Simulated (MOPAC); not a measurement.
Input for MOPAC: AM1 on AsH7Si (a complex), monomers drawn apart or pushed together.

```
AM1 1SCF PRECISE CHARGE=0 THREADS=1
AsH7Si

Si     0.00474387 1    -0.08228078 1     0.19729922 1
H      0.31397630 1    -0.62958426 1    -1.14309886 1
H     -1.42185911 1     0.30733567 1     0.25608056 1
H      0.85178177 1     1.10246107 1     0.45833281 1
H      0.27391406 1    -1.11349795 1     1.22468440 1
As     0.10572598 1     0.39537318 1     3.84711832 1
H     -0.63238958 1     0.98589964 1     5.04481692 1
H     -0.72931876 1    -0.87931561 1     3.89012476 1
H     -0.85650210 1     1.05363071 1     2.86357875 1
```

Program output:

```
*******************************************************************************
 **                                                                           **
 **                              MOPAC v23.2.5                                **
 **                                                                           **
 *******************************************************************************
 ** MOPAC's Digital Object Identifier: https://doi.org/10.5281/zenodo.6511958 **
 **                                                                           **
 ** Please cite the open-source release paper for use of this MOPAC version:  **
 ** J. E. Moussa and J. J. P. Stewart (2026)                                  **
 ** MOPAC: An open-source semiempirical molecular orbital program             **
 ** J. Open Source Softw., 11(119), 8025, https://doi.org/10.21105/joss.08025 **
 *******************************************************************************

                              AM1 CALCULATION RESULTS

 *******************************************************************************
 *  AM1        - The AM1 Hamiltonian to be used
 *
 *
 *
 *                 CHARGE ON SYSTEM = 0
 *
 *
 *
 *  PRECISE    - TIGHTER CRITERIA TO BE USED
 *  1SCF       - DO 1 SCF AND THEN STOP
 *  THREADS=1  - MULTI-THREADING NOT USED
 *  T=         - A TIME OF 172800.0 SECONDS REQUESTED
 *  DUMP=N     - RESTART FILE WRITTEN EVERY 7200.0 SECONDS REQUESTED
 *******************************************************************************
AM1 1SCF PRECISE CHARGE=0 THREADS=1
 AsH7Si

   ATOM   CHEMICAL          X               Y               Z
  NUMBER   SYMBOL      (ANGSTROMS)     (ANGSTROMS)     (ANGSTROMS)

     1      Si          0.00474387  *  -0.08228078  *   0.19729922  *
     2       H          0.31397630  *  -0.62958426  *  -1.14309886  *
     3       H         -1.42185911  *   0.30733567  *   0.25608056  *
     4       H          0.85178177  *   1.10246107  *   0.45833281  *
     5       H          0.27391406  *  -1.11349795  *   1.22468440  *
     6      As          0.10572598  *   0.39537318  *   3.84711832  *
     7       H         -0.63238958  *   0.98589964  *   5.04481692  *
     8       H         -0.72931876  *  -0.87931561  *   3.89012476  *
     9       H         -0.85650210  *   1.05363071  *   2.86357875  *



          CARTESIAN COORDINATES

    NO.       ATOM           X           Y           Z

     1        Si          0.0047     -0.0823      0.1973
     2         H          0.3140     -0.6296     -1.1431
     3         H         -1.4219      0.3073      0.2561
     4         H          0.8518      1.1025      0.4583
     5         H          0.2739     -1.1135      1.2247
     6        As          0.1057      0.3954      3.8471
     7         H         -0.6324      0.9859      5.0448
     8         H         -0.7293     -0.8793      3.8901
     9         H         -0.8565      1.0536      2.8636

  H: (AM1): M.J.S. DEWAR ET AL, J. AM. CHEM. SOC. 107 3902-3909 (1985)
 Si: (AM1): M.J.S.DEWAR, C. JIE, ORGANOMETALLICS, 6, 1486-1490 (1987).
 As: (AM1): J. J. P. STEWART, J. MOL. MOD., 10, 155-164 (2004)

           Empirical Formula: H7 Si As  =     9 atoms



      MOLECULAR POINT GROUP   :   C1


      RHF CALCULATION, NO. OF DOUBLY OCCUPIED LEVELS = 8


 -------------------------------------------------------------------------------
 AM1 1SCF PRECISE CHARGE=0 THREADS=1
 AsH7Si



     1SCF WAS SPECIFIED, SO BFGS WAS NOT USED
     SCF FIELD WAS ACHIEVED


                              AM1 CALCULATION
                                                       MOPAC v23.2.5 Linux




          FINAL HEAT OF FORMATION =          7.67313 KCAL/MOL =      32.10438 KJ/MOL


          COSMO AREA              =        127.97 SQUARE ANGSTROMS
          COSMO VOLUME            =        115.92 CUBIC ANGSTROMS

          IONIZATION POTENTIAL    =         10.598646 EV
          HOMO LUMO ENERGIES (EV) =        -10.599  1.345
          NO. OF FILLED LEVELS    =          8
          MOLECULAR WEIGHT        =        110.0624         POINT GROUP:  C1

          MOLECULAR DIMENSIONS (Angstroms)

            Atom       Atom       Distance
            H     7    H     2     6.46496
            H     4    H     8     3.01302
            H     5    H     3     2.24723


          SCF CALCULATIONS        =          1





   ATOM   CHEMICAL          X               Y               Z
  NUMBER   SYMBOL      (ANGSTROMS)     (ANGSTROMS)     (ANGSTROMS)

     1      Si          0.00474387  *  -0.08228078  *   0.19729922  *
     2       H          0.31397630  *  -0.62958426  *  -1.14309886  *
     3       H         -1.42185911  *   0.30733567  *   0.25608056  *
     4       H          0.85178177  *   1.10246107  *   0.45833281  *
     5       H          0.27391406  *  -1.11349795  *   1.22468440  *
     6      As          0.10572598  *   0.39537318  *   3.84711832  *
     7       H         -0.63238958  *   0.98589964  *   5.04481692  *
     8       H         -0.72931876  *  -0.87931561  *   3.89012476  *
     9       H         -0.85650210  *   1.05363071  *   2.86357875  *

                             CARTESIAN COORDINATES

   1   Si        0.004743870    -0.082280780     0.197299220
   2    H        0.313976300    -0.629584260    -1.143098860
   3    H       -1.421859110     0.307335670     0.256080560
   4    H        0.851781770     1.102461070     0.458332810
   5    H        0.273914060    -1.113497950     1.224684400
   6   As        0.105725980     0.395373180     3.847118320
   7    H       -0.632389580     0.985899640     5.044816920
   8    H       -0.729318760    -0.879315610     3.890124760
   9    H       -0.856502100     1.053630710     2.863578750


           Empirical Formula: H7 Si As  =     9 atoms



      MOLECULAR POINT GROUP   :   C1


                  EIGENVALUES
 -19.87905 -16.14378 -12.99691 -12.67456 -12.35409 -12.04738 -11.67251 -10.59865
   1.34460   1.49484   1.53616   1.55985   1.59440   1.70591   2.07681


              NET ATOMIC CHARGES AND DIPOLE CONTRIBUTIONS

  ATOM NO.   TYPE          CHARGE      No. of ELECS.   s-Pop       p-Pop
    1         Si           0.597137        3.4029     0.87276     2.53010
    2          H          -0.148209        1.1482     1.14821
    3          H          -0.151013        1.1510     1.15101
    4          H          -0.145305        1.1453     1.14531
    5          H          -0.151099        1.1511     1.15110
    6         As           0.381603        4.6184     1.84998     2.76842
    7          H          -0.128628        1.1286     1.12863
    8          H          -0.124795        1.1248     1.12479
    9          H          -0.129691        1.1297     1.12969
 DIPOLE           X         Y         Z       TOTAL
 POINT-CHG.     1.583     0.014    -0.196     1.595
 HYBRID        -2.341    -0.041     0.263     2.356
 SUM           -0.758    -0.027     0.067     0.761


          ATOMIC ORBITAL ELECTRON POPULATIONS

     Atom    s        px        py        pz
    1 Si   0.87276   0.84264   0.84240   0.84505
    2  H   1.14821
    3  H   1.15101
    4  H   1.14531
    5  H   1.15110
    6 As   1.84998   1.01199   0.87731   0.87911
    7  H   1.12863
    8  H   1.12479
    9  H   1.12969

 **********************
 *                    *
 * JOB ENDED NORMALLY *
 *                    *
 **********************




 == MOPAC DONE ==
```

The run finished.

Cost: roughly 0.03 core-seconds.
